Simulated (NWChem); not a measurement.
System: C₂H₆N, doublet; SMILES C[CH]N

NWChem input:

```
start job
memory heap 200 mb stack 900 mb global 1100 mb
geometry units angstroms noautosym nocenter noautoz
  C      0.190104     1.247043    -0.016604
  C     -0.516132    -0.053393     0.111354
  N      0.216015    -1.220538    -0.099023
  H     -0.464742     2.081045     0.275295
  H      1.084550     1.290261     0.632211
  H      0.543626     1.451368    -1.049817
  H     -1.570995    -0.116906    -0.175302
  H      1.139029    -1.218604     0.327391
  H     -0.276538    -2.076152     0.135332
end
basis spherical
  * library 6-311++g**
end
dft
  odft
  mult 2
  xc m06-2x
  iterations 150
end
cosmo
  do_cosmo_smd true
  solvent water
end
task dft energy
```

Parts of the log:

```
             Northwest Computational Chemistry Package (NWChem) 7.3.0
             --------------------------------------------------------

                             Geometry "geometry" -> ""
                             -------------------------

 Output coordinates in angstroms (scale by  1.889725989 to convert to a.u.)

  No.       Tag          Charge          X              Y              Z
 ---- ---------------- ---------- -------------- -------------- --------------
    1 C                    6.0000     0.19010400     1.24704300    -0.01660400
    2 C                    6.0000    -0.51613200    -0.05339300     0.11135400
    3 N                    7.0000     0.21601500    -1.22053800    -0.09902300
    4 H                    1.0000    -0.46474200     2.08104500     0.27529500
    5 H                    1.0000     1.08455000     1.29026100     0.63221100
    6 H                    1.0000     0.54362600     1.45136800    -1.04981700
    7 H                    1.0000    -1.57099500    -0.11690600    -0.17530200
    8 H                    1.0000     1.13902900    -1.21860400     0.32739100
    9 H                    1.0000    -0.27653800    -2.07615200     0.13533200

 Effective nuclear repulsion energy (a.u.)      76.2942638592

                                 NWChem DFT Module
                                 -----------------

 Summary of "ao basis" -> "ao basis" (spherical)
 ------------------------------------------------------------------------------
       Tag                 Description            Shells   Functions and Types
 ---------------- ------------------------------  ------  ---------------------
 C                         6-311++g**               10       22   5s4p1d
 N                         6-311++g**               10       22   5s4p1d
 H                         6-311++g**                5        7   4s1p

 in cosmo_initialize ...
 calling solv_data for solv:h2o

 solvent parameters
 solvname_short: h2o
 solvname_long:  water
 dielec:       78.4000
 dielecinf:     1.7769
 aqueous SMD model solvent descriptors
 dielec:       78.4000
 sola:          0.8200

          ---------------
          -cosmo- solvent
          ---------------
 Cosmo: York-Karplus, doi: 10.1021/jp992097l
 dielectric constant -eps-     =  78.40
 screen = (eps-1)/(eps    )    =   0.98724
 surface charge correction     = lagrangian

   van der Waals surface
 --------------------------

 ---------- ATOMIC COORDINATES (A.U.) ------------ VDWR(ANG.) --
     1    0.35924447    2.35656957   -0.03137701     1.850
     2   -0.97534805   -0.10089814    0.21042855     1.850
     3    0.40820916   -2.30648238   -0.18712634     1.890
     4   -0.87823504    3.93260482    0.52023212     1.200
     5    2.04950232    2.43823974    1.19470556     1.200
     6    1.02730418    2.74268783   -1.98386647     1.200
     7   -2.96875008   -0.22092031   -0.33127275     1.200
     8    2.15245270   -2.30282765    0.61867928     1.200
     9   -0.52258105   -3.92335839    0.25574040     1.200
 number of segments per atom =        128
 number of   points per atom =        128
 atom (   nspa,  nppa )
 ----------------------
    1 (     57,     0 )       0
    2 (     47,     0 )       0
    3 (     75,     0 )       0
    4 (     56,     0 )       0
    5 (     57,     0 )       0
    6 (     56,     0 )       0
    7 (     51,     0 )       0
    8 (     48,     0 )       0
    9 (     46,     0 )       0
 number of -cosmo- surface points =      493
 molecular surface =     85.777 angstrom**2
 molecular volume  =     66.688 angstrom**3
 -lineq- algorithm             =   0
 -bem- low  level              =   3
 -bem- from -octahedral-
 gaussian surface charge width =   4.50000
 degree of switching           =   1.00000
 switching function tolerance  =   0.00010
 atomic radii =
 --------------
    1  6.000  1.850
    2  6.000  1.850
    3  7.000  1.890
    4  1.000  1.200
    5  1.000  1.200
    6  1.000  1.200
    7  1.000  1.200
    8  1.000  1.200
    9  1.000  1.200
 ...... end of -cosmo- initialization ......

 nat:                     9
 ixmem:                  4523
 calling mnsol_interface()
 G(SMD-CDS) energy (kcal/mol)  =     2.956
 SMD-CDS SASA (angstrom**2)    =   111.957

            General Information
            -------------------
          SCF calculation type: DFT
          Wavefunction type:  spin polarized.
          No. of atoms     :     9
          No. of electrons :    25
           Alpha electrons :    13
            Beta electrons :    12
          Charge           :     0
          Spin multiplicity:     2
          Use of symmetry is: off; symmetry adaption is: off
          Maximum number of iterations: 150
          AO basis - number of functions:   108
                     number of shells:    60
          Convergence on energy requested:  1.00D-06
          Convergence on density requested:  1.00D-05
          Convergence on gradient requested:  5.00D-04

              XC Information
              --------------
                       M06-2X Method XC Functional
                     Hartree-Fock (Exact) Exchange  0.540
                        M06-2X Exchange Functional  1.000
                      M06-2X Correlation Potential  1.000

             Grid Information
             ----------------
          Grid used for XC integration:  medium
          Radial quadrature: Mura-Knowles
          Angular quadrature: Lebedev.
          Tag              B.-S. Rad. Rad. Pts. Rad. Cut. Ang. Pts.
          ---              ---------- --------- --------- ---------
          C                   0.70       49          13.0       434
          N                   0.65       49          13.0       434
          H                   0.35       45          14.0       434
          Grid pruning is: on
          Number of quadrature shells:   417
          Spatial weights used:  Erf1

      Superposition of Atomic Density Guess
      -------------------------------------

 Sum of atomic energies:        -132.64511276

      Non-variational initial energy
      ------------------------------

 Total energy =    -134.463343
 1-e energy   =    -327.900384
 2-e energy   =     117.142777
 HOMO         =      -0.083297
 LUMO         =       0.024293

[...]

                                COSMO-SMD solvation results
                                ---------------------------

             internal energy in gas <Psi(g)|H|Psi(g)> =      -134.486996982712
         internal energy in solvent <Psi(s)|H|Psi(s)> =      -134.485906682528
                               delta internal energy  =         0.001090300185 (    0.68 kcal/mol)
   total free energy in solvent <Psi(s)|H+V/2|Psi(s)> =      -134.495833950566
 polarization energy contribution <Psi(s)|V/2|Psi(s)> =        -0.009927268038 (   -6.23 kcal/mol)
    total free energy in solvent including G(SMD-CDS) =      -134.491123248133
                       G(SMD-CDS) energy contribution =         0.004710702433 (    2.96 kcal/mol)
     1 M fixed-concentration free energy of solvation =        -0.004126265420 (   -2.59 kcal/mol)

                    DFT Final Alpha Molecular Orbital Analysis
                    ------------------------------------------

 Vector   11  Occ=1.000000D+00  E=-4.270935D-01
              MO Center= -1.7D-01,  5.1D-01,  5.7D-02, r^2= 2.5D+00
   Bfn.  Coefficient  Atom+Function         Bfn.  Coefficient  Atom+Function
  ----- ------------  ---------------      ----- ------------  ---------------
     7      0.227305  1 C  px                29     -0.201077  2 C  px
    11      0.176986  1 C  px                89      0.174021  7 H  s
     3      0.152052  1 C  px                75      0.147124  5 H  s
    33     -0.142681  2 C  px                25     -0.134295  2 C  px
    88      0.123545  7 H  s                 68     -0.112267  4 H  s

 Vector   12  Occ=1.000000D+00  E=-4.006130D-01
              MO Center=  1.9D-01, -4.1D-01, -1.5D-01, r^2= 2.4D+00
   Bfn.  Coefficient  Atom+Function         Bfn.  Coefficient  Atom+Function
  ----- ------------  ---------------      ----- ------------  ---------------
    53      0.304858  3 N  pz                57      0.295747  3 N  pz
    49      0.202933  3 N  pz                 9     -0.148469  1 C  pz
    31      0.138431  2 C  pz                54     -0.129470  3 N  s
    82      0.127995  6 H  s                 13     -0.123975  1 C  pz
    35      0.117473  2 C  pz                75     -0.107982  5 H  s

 Vector   13  Occ=1.000000D+00  E=-2.024174D-01
              MO Center= -2.7D-01, -2.3D-01,  9.6D-02, r^2= 2.3D+00
   Bfn.  Coefficient  Atom+Function         Bfn.  Coefficient  Atom+Function
  ----- ------------  ---------------      ----- ------------  ---------------
    35      0.498317  2 C  pz                31      0.348289  2 C  pz
    57     -0.303147  3 N  pz                36      0.260030  2 C  s
    27      0.230578  2 C  pz                53     -0.215206  3 N  pz
    32      0.196386  2 C  s                 61     -0.180272  3 N  pz
    39      0.165114  2 C  pz                83      0.156842  6 H  s

 Vector   14  Occ=0.000000D+00  E= 1.477343D-04
              MO Center=  4.9D-02, -1.3D-01,  2.9D-02, r^2= 1.7D+01
   Bfn.  Coefficient  Atom+Function         Bfn.  Coefficient  Atom+Function
  ----- ------------  ---------------      ----- ------------  ---------------
    14      5.713050  1 C  s                 91     -1.388802  7 H  s
    84     -1.311440  6 H  s                 77     -1.245682  5 H  s
   105     -1.089818  9 H  s                 38     -1.046647  2 C  py
    37     -0.791946  2 C  px                16     -0.565170  1 C  py
    70     -0.532544  4 H  s                 60     -0.518766  3 N  py

 Vector   15  Occ=0.000000D+00  E= 1.718822D-02
              MO Center= -1.0D-01,  1.1D-01,  1.3D-01, r^2= 1.9D+01
   Bfn.  Coefficient  Atom+Function         Bfn.  Coefficient  Atom+Function
  ----- ------------  ---------------      ----- ------------  ---------------
    14      5.293652  1 C  s                 36     -3.615787  2 C  s
    91      1.962510  7 H  s                 77     -1.710419  5 H  s
    70     -1.512267  4 H  s                 84     -1.285800  6 H  s
   105      1.236190  9 H  s                 58     -0.465103  3 N  s
    37      0.442191  2 C  px                39      0.368894  2 C  pz

 Vector   16  Occ=0.000000D+00  E= 1.847961D-02
              MO Center= -3.9D-01, -6.0D-02,  1.4D-01, r^2= 1.8D+01
   Bfn.  Coefficient  Atom+Function         Bfn.  Coefficient  Atom+Function
  ----- ------------  ---------------      ----- ------------  ---------------
    91      3.183478  7 H  s                 70      1.642408  4 H  s
    98     -1.634978  8 H  s                 37      1.609564  2 C  px
    77     -1.134693  5 H  s                 36     -1.041761  2 C  s
    14     -0.857637  1 C  s                 15      0.417303  1 C  px
   105     -0.412818  9 H  s                 60     -0.402088  3 N  py

                     DFT Final Beta Molecular Orbital Analysis
                     -----------------------------------------

 Vector   10  Occ=1.000000D+00  E=-4.413121D-01
              MO Center= -6.0D-02,  8.5D-01,  7.8D-02, r^2= 2.4D+00
   Bfn.  Coefficient  Atom+Function         Bfn.  Coefficient  Atom+Function
  ----- ------------  ---------------      ----- ------------  ---------------
     8      0.259286  1 C  py                68      0.212208  4 H  s
    12      0.187509  1 C  py                 4      0.172174  1 C  py
    30     -0.162300  2 C  py                52      0.163102  3 N  py
    67      0.153122  4 H  s                 56      0.134798  3 N  py
    26     -0.110772  2 C  py                48      0.109950  3 N  py

 Vector   11  Occ=1.000000D+00  E=-4.196748D-01
              MO Center= -2.3D-01,  4.2D-01,  6.9D-02, r^2= 2.4D+00
   Bfn.  Coefficient  Atom+Function         Bfn.  Coefficient  Atom+Function
  ----- ------------  ---------------      ----- ------------  ---------------
     7      0.217203  1 C  px                29     -0.203236  2 C  px
    89      0.200985  7 H  s                 11      0.169062  1 C  px
    75      0.151187  5 H  s                  3      0.144946  1 C  px
    33     -0.145503  2 C  px                25     -0.138984  2 C  px
    88      0.136971  7 H  s                 74      0.106935  5 H  s

 Vector   12  Occ=1.000000D+00  E=-3.625104D-01
              MO Center=  1.6D-01, -8.2D-01, -1.7D-01, r^2= 1.8D+00
   Bfn.  Coefficient  Atom+Function         Bfn.  Coefficient  Atom+Function
  ----- ------------  ---------------      ----- ------------  ---------------
    57      0.351819  3 N  pz                53      0.335595  3 N  pz
    49      0.222024  3 N  pz                54     -0.137570  3 N  s
    36     -0.123552  2 C  s                 31      0.121980  2 C  pz
    50     -0.111503  3 N  s                 35      0.108992  2 C  pz
     9     -0.098702  1 C  pz                13     -0.097260  1 C  pz

 Vector   13  Occ=0.000000D+00  E=-4.361027D-03
              MO Center= -1.7D-01, -1.2D-01,  4.3D-01, r^2= 1.0D+01
   Bfn.  Coefficient  Atom+Function         Bfn.  Coefficient  Atom+Function
  ----- ------------  ---------------      ----- ------------  ---------------
    14      3.293867  1 C  s                 36     -1.576562  2 C  s
    84     -1.094221  6 H  s                105     -0.654566  9 H  s
    58      0.533548  3 N  s                 38     -0.509054  2 C  py
    70     -0.425112  4 H  s                 39     -0.420158  2 C  pz
    91     -0.336850  7 H  s                 61      0.329888  3 N  pz

 Vector   14  Occ=0.000000D+00  E= 1.165814D-02
              MO Center=  7.4D-02, -7.0D-01,  2.2D-01, r^2= 9.6D+00
   Bfn.  Coefficient  Atom+Function         Bfn.  Coefficient  Atom+Function
  ----- ------------  ---------------      ----- ------------  ---------------
    14      2.671305  1 C  s                 77     -1.137725  5 H  s
   105     -0.932232  9 H  s                 91     -0.835273  7 H  s
    36      0.818259  2 C  s                 98     -0.666877  8 H  s
    38     -0.637788  2 C  py                39      0.562555  2 C  pz
    37     -0.475417  2 C  px                16     -0.423840  1 C  py

 Vector   15  Occ=0.000000D+00  E= 2.117225D-02
              MO Center= -1.8D-02,  4.9D-01,  1.6D-01, r^2= 1.9D+01
   Bfn.  Coefficient  Atom+Function         Bfn.  Coefficient  Atom+Function
  ----- ------------  ---------------      ----- ------------  ---------------
    14      4.655294  1 C  s                 36     -2.439777  2 C  s
    70     -1.880266  4 H  s                 77     -1.319909  5 H  s
   105      1.281550  9 H  s                 84     -0.863573  6 H  s
    98      0.514217  8 H  s                 91      0.434786  7 H  s
    58     -0.323860  3 N  s                 39      0.293641  2 C  pz

   alpha - beta orbital overlaps
   -----------------------------

   alpha      1      2      3      4      5      6      7      8      9     10
    beta      1      2      3      4      5      6      7      8      9     10
 overlap   1.000  1.000  1.000  1.000  0.997  0.996  0.999  0.989  0.971  0.990

   alpha     11     12     13     14     15     16     17     18     19     20
    beta     11     12     14     13     15     16     17     18     19     20
 overlap   0.980  0.971  0.672  0.754  0.932  0.926  0.980  0.985  0.995  0.952

   alpha     21     22     23     24     25     26     27     28     29     30
    beta     21     22     23     24     25     26     27     29     28     30
 overlap   0.892  0.977  0.974  0.868  0.697  0.655  0.827  0.782  0.786  0.941

[...]
```

Level: M06-2X/6-311++G** (spherical d), spin-unrestricted, SMD on the gas-phase geometry. Structure relaxed at the PBE0/def2-SVP, spin-unrestricted level. No stability test was run on the SCF state. Solvent: water.
